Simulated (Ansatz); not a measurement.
`FC(F)C#CC(F)F` → `FC1=CC(F)(F)C1F`  (isomerisation)

Program: Ansatz. Geometries: PBE0-D4/def2-TZVP. ΔE: electronic, gas phase. CCSD(T)/CBS adds triple-zeta CCSD(T) − MP2 to the extrapolated MP2 energy (def2 sets, frozen cores). DFT in def2-TZVPP.

`FC(F)C#CC(F)F`:

```xyz
10

F    -2.302    1.634    0.272
C    -1.993    0.324    0.406
F    -2.286   -0.044    1.674
C    -0.574    0.109    0.133
C     0.574   -0.106   -0.133
C     1.993   -0.323   -0.407
F     2.307   -1.628   -0.240
F     2.280    0.013   -1.685
H    -2.629   -0.250   -0.275
H     2.630    0.271    0.257
```

`FC1=CC(F)(F)C1F`:

Z-matrix (Å, degrees):
```
C
F 1 1.352
F 1 1.345 2 106.8
C 1 1.497 2 115.8 3 131.5
C 1 1.559 2 114.9 3 -127.3
C 4 1.332 1 90.8 2 119.8
H 4 1.080 1 133.0 2 -57.6
F 5 1.361 1 115.6 2 123.8
H 5 1.093 1 114.3 2 -4.2
F 6 1.307 4 133.4 1 179.6
```

```csv
species,LC-ωPBE energy (Eh)
`FC(F)C#CC(F)F`,-552.82296
`FC1=CC(F)(F)C1F`,-552.85078
```

Task: Work out ΔE.

Result: ΔE = (-552.85078) − (-552.82296) = -0.02782 Eh = -17.5 kcal/mol. CCSD(T)/CBS gives -11.1 kcal/mol.

Largest T1 diagnostic among the species: 0.012.

From BLYP to BHLYP (50 % exact exchange), in def2-TZVPP and without D4, ΔE moves by −4.1 kcal/mol. In def2-TZVPP, CCSD(T) changes the Hartree–Fock value by −3.2 kcal/mol (the triples alone add −0.3 kcal/mol) and MP2 by −1.7 kcal/mol.
